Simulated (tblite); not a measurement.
Compound: 1-isopropylnaphthalene, C13H14.
Structure used (GFN2-xTB), in Å, numbered top down from 1:
```
atom  x, y, z in Å
C1    -2.251    0.572   -1.296
C2    -1.824    0.408    0.167
C3    -2.965   -0.205    0.980
C4    -0.541   -0.392    0.218
C5    -0.574   -1.756    0.370
C6     0.596   -2.527    0.400
C7     1.815   -1.929    0.278
C8     1.906   -0.533    0.102
C9     3.163    0.091   -0.042
C10    3.263    1.439   -0.237
C11    2.099    2.218   -0.295
C12    0.867    1.642   -0.149
C13    0.720    0.252    0.060
H14   -3.156    1.173   -1.362
H15   -1.468    1.055   -1.876
H16   -2.450   -0.403   -1.736
H17   -1.632    1.398    0.591
H18   -2.631   -0.454    1.985
H19   -3.356   -1.102    0.507
H20   -3.780    0.512    1.057
H21   -1.518   -2.266    0.473
H22    0.518   -3.598    0.522
H23    2.725   -2.511    0.306
H24    4.050   -0.526    0.001
H25    4.229    1.910   -0.349
H26    2.181    3.283   -0.457
H27   -0.005    2.274   -0.204
```

Computed values, GFN2-xTB/tblite, gas phase, harmonic and unscaled. This tight-binding method is rough: wavenumbers can miss measured ones by several per cent, in bad cases by 10 to 20. One conformer, not necessarily the lowest.

Harmonic wavenumbers (cm⁻¹): 44.7, 87.4, 155.5, 167.4, 191.1, 225.7, 254.1, 288.0, 309.4, 380.3, 410.8, 435.7, 446.9, 483.3, 507.1, 542.3, 575.9, 622.0, 710.4, 725.8, 759.2, 778.2, 813.2, 848.2, 871.3, 892.0, 914.0, 922.5, 924.9, 929.3, 944.4, 988.8, 1005.2, 1077.5, 1089.4, 1134.3, 1139.0, 1163.3, 1174.4, 1188.8, 1204.9, 1225.1, 1244.0, 1255.2, 1287.4, 1332.6, 1366.2, 1372.7, 1395.0, 1404.2, 1417.5, 1424.2, 1456.8, 1495.6, 1498.3, 1508.7, 1513.9, 1517.1, 1571.7, 1608.4, 1613.1, 2944.6, 3022.9, 3027.4, 3028.4, 3035.2, 3038.4, 3039.1, 3064.6, 3068.1, 3072.3, 3079.9, 3084.9, 3099.6, 3104.2.

A = 1338, B = 676.4, C = 484.6 MHz; mass 170.110 u (most abundant isotopes); point group C1, symmetry number 1.

Problem. What is the zero-point energy?

Solution. Half the sum of the wavenumbers: 49772 cm⁻¹ = 595.40 kJ/mol.

Problem. What is S at 200 K and 1 bar for an ideal gas of classical rigid rotors and harmonic oscillators?

Solution. Translation 164.62, rotation 124.61, vibration 81.25: S = 370.5 J/(mol K).

Problem. And Cp and H(200 K) − H(0)?

Solution. Cp = 138.10 J/(mol K), of which vibrations give 104.84 (their classical limit is 75 R = 623.6); H(200 K) − H(0) = 16.10 kJ/mol without the zero-point energy, 9.45 from vibrations.

Problem. Which modes carry the vibrational entropy at 200 K?

Solution. 44.7 cm⁻¹: 17.78; 87.4 cm⁻¹: 12.31; 155.5 cm⁻¹: 7.80; 167.4 cm⁻¹: 7.25; 191.1 cm⁻¹: 6.29; 225.7 cm⁻¹: 5.14 J/(mol K); the other 69 give 24.67 together.

Problem. How do the functions run with temperature in this model?

Solution. 
| T (K) | S (J/(mol K)) | Cp (J/(mol K)) | H − H(0) (kJ/mol) | G − H(0) (kJ/mol) | ln q(vib) |
| --- | --- | --- | --- | --- | --- |
| 150 | 335.3 | 108.1 | 9.95 | -40.35 | 2.71 |
| 250 | 404.7 | 170.0 | 23.79 | -77.38 | 5.55 |
| 298.15 | 437.4 | 202.0 | 32.75 | -97.65 | 7.01 |
| 400 | 506.0 | 267.8 | 56.72 | -145.70 | 10.25 |
| 600 | 635.3 | 370.4 | 121.18 | -260.01 | 16.94 |
| 900 | 805.5 | 466.6 | 248.04 | -476.88 | 26.93 |

q(vib) and H(0) count from the zero-point level.

Hindered rotation and anharmonicity are outside this model. Other conformers, if any are populated, would add a mixing term that is left out. The structure is chiral; the term R ln 2 for an equal mix with its mirror image is left out.

On an AMD EPYC 9R05 with 2 threads, on a shared host, this took 1.1 s wall, 2.2 s CPU. This covers the Hessian and the dipole derivatives.
